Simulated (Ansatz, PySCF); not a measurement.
Molecule: AlCl (charge 0, singlet). 
Structure (B3LYP-D3(BJ)/def2-TZVP (Ansatz, an electronic-structure program) minimum search):
SMILES: [Al][Cl]
```xyz
2

Al     0.0000     0.0000    -1.2241
Cl     0.0000     0.0000     0.9361
```
Charge 0, spin multiplicity 1.

Dipole moments at this geometry, in debye (magnitudes).

| level | program | dipole (D) |
|---|---|---|
| PBE/def2-TZVPD | Ansatz | 1.60 |
| BP86/def2-TZVPD | PySCF | 1.62 |
| BHLYP/def2-TZVPD | Ansatz | 1.84 |
| MN15/def2-TZVPD | PySCF | … |
| CCSD(T)/aug-cc-pV(D+d)Z | Ansatz | … |

Complete the blanks.


- MN15/def2-TZVPD, dipole (D): 1.85
- CCSD(T)/aug-cc-pV(D+d)Z, dipole (D): 1.69
